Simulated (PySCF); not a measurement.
B(H)3 cation (BH3), SMILES B (connectivity only; charge and spin as stated), charge +1, multiplicity 2. Atoms are numbered in the order given.

```xyz
4

B      0.0000     0.0000    -0.1173
H      0.0000    -0.7164     0.9381
H      0.0000     0.7164     0.9381
H      0.0000     0.0000    -1.2899
```
Charge +1, spin multiplicity 2.

Geometry optimised at r2SCAN-D4/def2-TZVPD. The multiplicity is an assumed one; other spin states were not compared. The isomer is the one that the SMILES or the coordinates give; other isomers of the formula were not compared.

The numbers are results of r2SCAN-D4/def2-TZVPD in PySCF, not measurements.

No scaling factor is applied to the harmonic values.

```json
[
 {"mode": "1", "ν (cm⁻¹)": "446", "IR (km/mol)": "14.7", "moving atoms (share of kinetic energy)": "H 82 %, B 18 %"},
 {"mode": "2", "ν (cm⁻¹)": "853", "IR (km/mol)": "10.3", "moving atoms (share of kinetic energy)": "H 80 %, B 20 %"},
 {"mode": "3", "ν (cm⁻¹)": "1000", "IR (km/mol)": "8.9", "moving atoms (share of kinetic energy)": "H 97 %"},
 {"mode": "4", "ν (cm⁻¹)": "1851", "IR (km/mol)": "226.2", "moving atoms (share of kinetic energy)": "H 97 %"},
 {"mode": "5", "ν (cm⁻¹)": "2230", "IR (km/mol)": "1.5", "moving atoms (share of kinetic energy)": "H 94 %"},
 {"mode": "6", "ν (cm⁻¹)": "2867", "IR (km/mol)": "24.2", "moving atoms (share of kinetic energy)": "H 88 %, B 12 %"}
]
```
